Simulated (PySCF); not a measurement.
## Polarisability and C₆ of Cl²⁺ (chlorine, charge +2)

[Ne] 3s2 3p3, high-spin 4S determinant. All numbers are calculated (PySCF 2.14, no relativity, point nucleus, in aug-cc-pV(T+d)Z). Coupled (time-dependent) response in atomic units; α is the mean over directions.

```json
{"method": "UHF", "mean α (bohr³)": "5.974", "C₆ (like pair)": "21.27", "S(−4)": "11.49"}
{"method": "PBE", "mean α (bohr³)": "5.882", "C₆ (like pair)": "20.97", "S(−4)": "10.21"}
{"method": "PBE0", "mean α (bohr³)": "5.867", "C₆ (like pair)": "20.88", "S(−4)": "10.26"}
{"method": "M06-2X", "mean α (bohr³)": "5.991", "C₆ (like pair)": "20.97", "S(−4)": "11.76"}
```

S(−4) is the Cauchy moment in α(ω) = α(0) + S(−4) ω² + …

α(iu) at M06-2X:

```tsv
u (hartree)	α(iu) (bohr³)
0	5.991
0.0500	5.962
0.100	5.877
0.200	5.568
0.300	5.136
0.500	4.161
0.750	3.079
1.00	2.282
1.50	1.341
2.00	0.8707
3.00	0.4572
5.00	0.2029
```

For an ion, C₆ is the dispersion term alone; charge-induced terms of lower order in 1/R come first.
